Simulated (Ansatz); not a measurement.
Ligand exchange: AuH + C4H10O → AuOH + C4H10

Species: AuH, singlet; C4H10O (2-methyl-1-propanol) `CC(C)CO`, singlet; AuOH `[OH][Au]`, singlet; C4H10 (isobutane) `CC(C)C`, singlet. The partners trade H for OH: Au–H and C–OH bonds give way to Au–OH and C–H.

Shapes, held fixed at every level: PBE0-D4/def2-TZVP. Flexible molecules stand in one conformer, not always the lowest. Programs: Ansatz 0.2.0. Electronic energies: no zero-point or thermal term.

| level | kind | ΔE (kJ/mol) | less CCSD(T)/def2-TZVPP |
| --- | --- | --- | --- |
| HF/def2-TZVPP | Hartree–Fock | +31.6 | -10.2 |
| B3LYP-D4/def2-TZVPP | global hybrid | +34.3 | -7.5 |
| PBE0-D4/def2-TZVPP | global hybrid | +42.2 | +0.4 |
| wB97X-V/def2-TZVPP | range-separated hybrid | +31.3 | -10.5 |
| B2PLYP/def2-TZVPP | double hybrid | +32.5 | -9.3 |
| MP2/def2-TZVPP | perturbation theory | +44.7 | +2.9 |
| CCSD/def2-TZVPP | coupled cluster or CI | +43.9 | +2.1 |
| CCSD(T)/def2-TZVPP | coupled cluster or CI | +41.8 | 0.0 |

The highest level, CCSD(T)/def2-TZVPP, gives ΔE = +41.8 kJ/mol; the levels span +31.3 to +44.7. The column of differences is taken from that level and isn't an error. No measured value is set beside it here. T1 is large for AuH, AuOH, so single-reference values are less sure there. For atoms past krypton def2 sets carry core potentials with scalar relativity. Correlated rows may include outer-core shells of Au, which these sets cover unevenly.
